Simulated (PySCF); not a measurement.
## Polarisability and C₆ of Ir (iridium, neutral)

[Xe] 4f14 5d7 6s1 6p1, one real determinant (an excited configuration). All numbers are calculated (PySCF 2.14, a scalar-relativistic core potential, in def2-TZVPPD with the def2 core potential (60 electrons)). Coupled (time-dependent) response in atomic units; α is the mean over directions.

```json
{"method": "PW91", "mean α (bohr³)": "50.03", "α xx, yy, zz": "37.43, 74.38, 38.28", "C₆ (like pair)": "548.5", "S(−4)": "965.4"}
```

S(−4) is the Cauchy moment in α(ω) = α(0) + S(−4) ω² + …

Spin-orbit coupling is absent.

α(iu) at PW91:

```json
{"u (hartree)": "0", "α(iu) (bohr³)": "50.03"}
{"u (hartree)": "0.0500", "α(iu) (bohr³)": "47.78"}
{"u (hartree)": "0.100", "α(iu) (bohr³)": "42.52"}
{"u (hartree)": "0.200", "α(iu) (bohr³)": "31.18"}
{"u (hartree)": "0.300", "α(iu) (bohr³)": "22.99"}
{"u (hartree)": "0.500", "α(iu) (bohr³)": "14.11"}
{"u (hartree)": "0.750", "α(iu) (bohr³)": "9.249"}
{"u (hartree)": "1.00", "α(iu) (bohr³)": "6.779"}
{"u (hartree)": "1.50", "α(iu) (bohr³)": "4.209"}
{"u (hartree)": "2.00", "α(iu) (bohr³)": "2.871"}
{"u (hartree)": "3.00", "α(iu) (bohr³)": "1.561"}
{"u (hartree)": "5.00", "α(iu) (bohr³)": "0.6555"}
```

A single London oscillator, α(iu) = α/(1 + u²/ω²), gives C₆ = (3/4) ω α². Matching the computed C₆ needs ω = 4 × 548.5 / (3 × 50.03²) = 0.292 hartree.

The components differ because the open shell of this determinant is not spherical; for a pure term their mean is the scalar polarisability.

⟨L²⟩ = 13.81 against 20 for a pure G term, so this real determinant mixes terms. Energies and moments cover only the electrons outside the core potential. Spin-orbit coupling, absent here, splits the open shell strongly.
